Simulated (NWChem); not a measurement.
The numbers come from NWChem runs, not from measurements. System: H$_{2}$S$_{2}$Sn, charge 0, spin multiplicity 1, at a geometry optimised with PBE/def2-SVP with def2 effective core potentials on Sn. The structure started from a generated list of species. Level: CCSD(T)/def2-SVPD with def2 effective core potentials on Sn, 14 core orbitals frozen.

Input file:

```
start mol
memory heap 100 mb stack 700 mb global 1900 mb
geometry units angstroms nocenter noautoz
  Sn     0.000000     0.000000    -0.674675
  S     -1.783098     0.000000     1.047641
  H     -2.768399     0.000000     0.104611
  S      1.783098     0.000000     1.047641
  H      2.768399     0.000000     0.104611
  symmetry group C2v
end
basis spherical
  * library def2-svpd
end
ecp
  Sn library def2-ecp
end
scf
  rhf
  nopen 0
  maxiter 100
  thresh 1e-7
  semidirect memsize 60000000 filesize 0
end
tce
  freeze core 14
  ccsd(t)
  2eorb
  2emet 13
  thresh 1e-6
  maxiter 100
  tilesize 24
end
task tce energy
```

Output (cleaned and shortened):

```
             Northwest Computational Chemistry Package (NWChem) 7.3.0
             --------------------------------------------------------

                                NWChem Input Module
                                -------------------

 Scaling coordinates for geometry "geometry" by  1.889725989
 (inverse scale =  0.529177249)

 Turning off AUTOSYM since
 SYMMETRY directive was detected!

                             Geometry "geometry" -> ""
                             -------------------------

 Output coordinates in angstroms (scale by  1.889725989 to convert to a.u.)

  No.       Tag          Charge          X              Y              Z
 ---- ---------------- ---------- -------------- -------------- --------------
    1 Sn                  50.0000     0.00000000     0.00000000    -0.67467500
    2 S                   16.0000    -1.78309800     0.00000000     1.04764100
    3 H                    1.0000    -2.76839900     0.00000000     0.10461100
    4 S                   16.0000     1.78309800     0.00000000     1.04764100
    5 H                    1.0000     2.76839900     0.00000000     0.10461100

 Effective nuclear repulsion energy (a.u.)     414.0736471057

            Nuclear Dipole moment (a.u.)
            ----------------------------
        X                 Y               Z
 ---------------- ---------------- ----------------
    -0.0000000000     0.0000000000    -0.0000302356

      Symmetry information
      --------------------

 Group name             C2v
 Group number             16
 Group order               4
 No. of unique centers     3

      Symmetry unique atoms

     1    2    3


 Summary of "ao basis" -> "" (spherical)
 ------------------------------------------------------------------------------
       Tag                 Description            Shells   Functions and Types
 ---------------- ------------------------------  ------  ---------------------
 *                         def2-svpd                  on all atoms

 Summary of "ao basis" -> "ao basis" (spherical)
 ------------------------------------------------------------------------------
[...]
      Beta frozen virtuals :     0
         Spin multiplicity : singlet
    Number of AO functions :   102
       Number of AO shells :    42
        Use of symmetry is : on
      Symmetry adaption is : on
         Schwarz screening : 0.10D-09

          Correlation Information
          -----------------------
          Calculation type : Coupled-cluster singles & doubles w/ perturbation
   Perturbative correction : (T)
            Max iterations :      100
        Residual threshold : 0.10D-05
     T(0) DIIS level shift : 0.00D+00
     L(0) DIIS level shift : 0.00D+00
     T(1) DIIS level shift : 0.00D+00
     L(1) DIIS level shift : 0.00D+00
     T(R) DIIS level shift : 0.00D+00
     T(I) DIIS level shift : 0.00D+00
   CC-T/L Amplitude update :  5-th order DIIS
                I/O scheme : Global Array Library
        L-threshold :  0.10D-05
        EOM-threshold :  0.10D-05
 no EOMCCSD initial starts read in
 TCE RESTART OPTIONS
 SLICE:      F
 D4D5:       F
 quantumc:   F
 qrotation:  F
 pwtce:      F
 qducc:      F
 nacto:                         0
 nrotv:                         0
 nrot:                          0

            Memory Information
            ------------------
          Available GA space size is     249026396 doubles
          Available MA space size is     104847140 doubles

 Maximum block size supplied by input
 Maximum block size        24 doubles

 tile_dim =     23

 -------------------------------------------------

 Global array virtual files algorithm will be used

 Parallel file system coherency ......... OK

 4-electron integrals stored in orbital form

 v2    file size   =          3305646
 4-index algorithm nr.  13 is used
 imaxsize =       30
 imaxsize ichop =        0


CCSD iterations
 ---------------------------------------------------------
 Iter          Residuum       Correlation     Cpu    Wall
 ---------------------------------------------------------
    1   0.1387593603556  -0.3816450836644     0.9     0.9
    2   0.0401904113209  -0.4106278919293     0.9     0.9
    3   0.0145652712968  -0.4185239026673     0.9     0.9
    4   0.0061492282459  -0.4206920805858     0.9     0.9
    5   0.0027472350772  -0.4215735944924     0.9     0.9
    6   0.0007901482987  -0.4220958555037     0.9     0.9
    7   0.0004974629576  -0.4221361275380     0.9     0.9
    8   0.0002543386469  -0.4221503126254     0.9     0.9
    9   0.0001835080086  -0.4221525226487     0.9     0.9
   10   0.0001083213794  -0.4221583043348     0.9     0.9
   11   0.0000211245128  -0.4221643536341     0.9     0.9
   12   0.0000104934804  -0.4221655893740     0.9     0.9
   13   0.0000063609834  -0.4221656557072     0.9     0.9
   14   0.0000038099460  -0.4221656497198     0.9     0.9
   15   0.0000024288839  -0.4221656080946     1.0     1.0
   16   0.0000005371923  -0.4221655205639     0.9     0.9
 -----------------------------------------------------------------
 Iterations converged
 CCSD correlation energy / hartree =        -0.422165520563867
 CCSD total energy / hartree       =     -1009.831444065902701

 Singles contributions

 Doubles contributions
 CCSD(T)
 Using plain CCSD(T) code
             total no. of tasks          925
 total no. of tasks / no. procs          925
                         wl_min         8000           4.5
                         wl_max      1752048          11.0
        thresh for no. of tasks          925

 CCSD[T]  correction energy / hartree =        -0.017915195610245
 CCSD[T] correlation energy / hartree =        -0.440080716174112
 CCSD[T] total energy / hartree       =     -1009.849359261512973
 CCSD(T)  correction energy / hartree =        -0.017314203938638
 CCSD(T) correlation energy / hartree =        -0.439479724502505
 CCSD(T) total energy / hartree       =     -1009.848758269841369

 Task  times  cpu:       50.5s     wall:       50.5s

 Total times  cpu:       50.5s     wall:       50.5s
```
